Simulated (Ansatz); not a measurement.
FZn, charge +1, singlet, at a GFN2-xTB geometry (such geometries of metal compounds can be far from the true shape); PBE0/def2-SVP (Ansatz, a first-principles code).

The Ansatz input:
Ansatz 0.2 input:
```yaml
crystal:
  periodic: [false, false, false]
  atoms:
    - {symbol: Zn, position_ang: [-0.00000000, -0.00000000, -0.40044249]}
    - {symbol: F, position_ang: [0.00000000, 0.00000000, 1.33480831]}
basis:
  gaussian:
    orbitals: def2-SVP
hamiltonian:
  xc: pbe0
total_charge: 1
```

Question: Write the output that Ansatz gives for this input, abridged.

Answer: 
```
Functional definition: PBE0
426 factors; integrals over basis functions are off by at most 8.2e-4 eV
mean field evaluation 1: about -51090.2190 eV, gradient 1.0e2 eV
mean field evaluation 2: about -50823.1596 eV, gradient 2.5e2 eV
mean field evaluation 4: about -51108.4390 eV, gradient 9.0e0 eV
mean field evaluation 8: about -51108.6067 eV, gradient 9.8e-1 eV
mean field evaluation 16: about -51108.6082 eV, gradient 2.2e-5 eV
mean field -51108.60822766 eV, -1878.2067097077 hartree, gradient 2.2e-5 eV, S^2 0.000000; 0 other end points of the search recorded, 0 dependent functions left out
reference -51108.60828541 eV, -1878.2067118301 hartree; 19, 19 occupied and 26, 26 virtual orbitals, 426 factors
Total energy: -51108.60828541 eV, -1878.2067118301 hartree
```
